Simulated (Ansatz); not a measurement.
Consider the ligand exchange at the Si–S bond: `C=C[SiH2]S[SiH](F)F` + `[AlH2][SH]` → `C=C[SiH2][S][AlH2]` + `F[SiH](F)S`.

Calculated with Ansatz (gas phase, PBE0-D4/def2-TZVP geometries, no zero-point term in ΔE). CCSD(T)/CBS adds triple-zeta CCSD(T) − MP2 to the extrapolated MP2 energy (def2 sets, frozen cores). This one scheme is used for every species. Functionals use def2-TZVPP. B3LYP here is the variant with VWN-RPA as its local correlation; programs differ in this. One conformer a species, not always the lowest.

`C=C[SiH2]S[SiH](F)F`:

Cartesian coordinates in Å:
```
C 0.395 -2.021 -0.241
C -0.058 -1.245 0.741
Si 0.843 0.283 1.260
S -0.337 2.062 0.914
Si -0.946 1.709 -1.063
F 0.236 1.089 -1.924
F -2.137 0.664 -1.143
H -0.132 -2.916 -0.559
H 1.312 -1.788 -0.775
H -0.991 -1.509 1.234
H 2.125 0.371 0.519
H 1.084 0.339 2.723
H -1.395 2.963 -1.688
```

`[AlH2][SH]`:

Cartesian coordinates in Å:
```
Al -0.322 0.561 0.077
S 0.762 -0.984 -1.016
H -0.811 1.807 -0.760
H -0.565 0.370 1.628
H 0.937 -1.754 0.071
```

`C=C[SiH2][S][AlH2]`:

Z-matrix (Å, degrees):
```
Si
C 1 1.860
S 1 2.139 2 111.5
H 1 1.487 2 109.3 3 -122.9
H 1 1.486 2 110.3 3 118.3
C 2 1.329 1 124.7 3 -6.0
H 2 1.090 1 117.1 3 174.3
Al 3 2.182 1 98.0 2 -75.0
H 6 1.086 2 122.1 1 -179.7
H 6 1.087 2 121.5 1 -0.4
H 8 1.579 3 116.5 1 175.5
H 8 1.580 3 119.3 1 -5.0
```

`F[SiH](F)S`:

Cartesian coordinates in Å:
```
F -0.204 -1.640 -0.404
Si 0.242 -0.304 0.325
F 1.682 0.024 -0.249
S -1.109 1.263 -0.056
H 0.326 -0.534 1.774
H -0.937 1.191 -1.389
```

```csv
level,ΔE (kcal/mol),difference from CCSD(T)/CBS
PBE-D4,1.4,0.4
r2SCAN-D4,1.5,0.5
PBE0-D4,1.3,0.3
B3LYP-D4,1.9,0.9
ωB97X-V,1.4,0.4
ωB97M-V,1.3,0.3
B2PLYP,1.2,0.2
PBE,0.9,-0.1
r2SCAN,1.3,0.3
PBE0,0.8,-0.2
B3LYP,1.3,0.3
HF/def2-TZVPP,1.4,0.4
MP2/def2-TZVPP,1.0,0.0
SCS-MP2/def2-TZVPP,1.1,0.1
CCSD/def2-TZVPP,1.1,0.1
CCSD(T)/def2-TZVPP,1.1,0.1
HF/def2-QZVPP,1.3,0.3
MP2/def2-QZVPP,0.9,-0.1
SCS-MP2/def2-QZVPP,1.0,0.0
HF/CBS(def2),1.3,0.3
MP2/CBS(def2),0.9,-0.1
CCSD/CBS(def2),1.0,0.0
CCSD(T)/CBS,1.0,0
```

Largest T1 diagnostic among the species: 0.012.
